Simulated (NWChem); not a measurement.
System: BH$_{2}$Se$_{2}$F; SMILES FB([SeH])[SeH]

Here is an NWChem input.

```
start job
memory heap 200 mb stack 900 mb global 1100 mb
geometry units angstroms noautoz
  B      0.629079     0.009251     0.000000
  F      1.955775     0.024278     0.000000
  Se    -0.343298    -1.697372     0.000000
  H      0.891749    -2.516280     0.000000
  Se    -0.271763     1.754653     0.000000
  H     -1.645695     1.203637     0.000000
end
basis spherical
  * library def2-svp
end
dft
  xc n12
  iterations 150
  mulliken
end
task dft energy
```

The geometry was optimised at B3LYP/6-31G* (spherical d).

What results follow from this input? (N12/def2-SVP.) Quantities: energy (Ha); highest occupied level (eV); orbital gap (eV); dipole (D).


- energy (Ha) = -4931.13
- highest occupied level (eV) = -5.75
- orbital gap (eV) = 4.68
- dipole (D) = 0.90
